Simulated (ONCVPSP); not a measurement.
## Which change was made? (N, ONCV)

* Element: nitrogen (N)
* Generator: ONCVPSP 4.0.1
* Type: optimised norm-conserving Vanderbilt (ONCV)
* Functional: LDA (Perdew-Zunger)
* Relativity: scalar-relativistic
* Frozen core: [He]
* Valence charge: 5
* Reference configuration: 2s2 2p3
* Partial waves: 2s: rc 0.90 bohr, ncon 4, nbas 8, qcut 6.8 1/bohr, 2 projectors, debl 2.7 Ha; 2p: rc 2.15 bohr, ncon 4, nbas 7, qcut 5.7 1/bohr, 1 projector
* Local potential: polynomial inside 0.65 bohr (lpopt 5, dvloc0 6 Ha)
* Core correction: Teter function fitted to the true core (icmod 2), fcfact 0.2

Cutoffs, loose and tight: the cutoffs (Ha) at which the residual kinetic energy of the hardest occupied pseudo-wave falls to 1 and 0.1 mHa per electron. They do not see the model core or the augmentation charge, which bear on the density cutoff. Test errors are all-electron minus pseudo excitation energies from the reference, over the configurations 2s2 2p2; 2s2 2p1; 2s2 2p0; 2s1 2p3; variants that change the core or the reference have their own tests.

The base gives: outcome: generated; cutoff, loose: 46 Ha; cutoff, tight: 185 Ha; bound ghosts: none; GHOST(+) flags above zero: none; largest test error (meV): +2650.

Task: After one change the result is: outcome: generated; cutoff, loose: 32 Ha; cutoff, tight: 117 Ha; bound ghosts: none; GHOST(+) flags above zero: s; largest test error (meV): +1611. Which change was it?
A. all radii but the core radius scaled by about 1.08 (s 0.98, p 2.32 bohr); local potential polynomial inside 0.70 bohr (lpopt 5, dvloc0 6 Ha)
B. all radii but the core radius scaled by about 1.29 (s 1.16, p 2.76 bohr); local potential polynomial inside 0.84 bohr (lpopt 5, dvloc0 6 Ha)
C. all radii but the core radius scaled by about 0.82 (s 0.74, p 1.76 bohr); local potential polynomial inside 0.54 bohr (lpopt 5, dvloc0 6 Ha)

Result: C. The others give: all radii but the core radius scaled by about 1.29 (s 1.16, p 2.76 bohr); local potential polynomial inside 0.84 bohr (lpopt 5, dvloc0 6 Ha) → outcome: generated; cutoff, loose: 21 Ha; cutoff, tight: 73 Ha; bound ghosts: none; GHOST(+) flags above zero: none; largest test error (meV): +4735 | all radii but the core radius scaled by about 1.08 (s 0.98, p 2.32 bohr); local potential polynomial inside 0.70 bohr (lpopt 5, dvloc0 6 Ha) → outcome: generated; cutoff, loose: 30 Ha; cutoff, tight: 155 Ha; bound ghosts: none; GHOST(+) flags above zero: none; largest test error (meV): +3184.
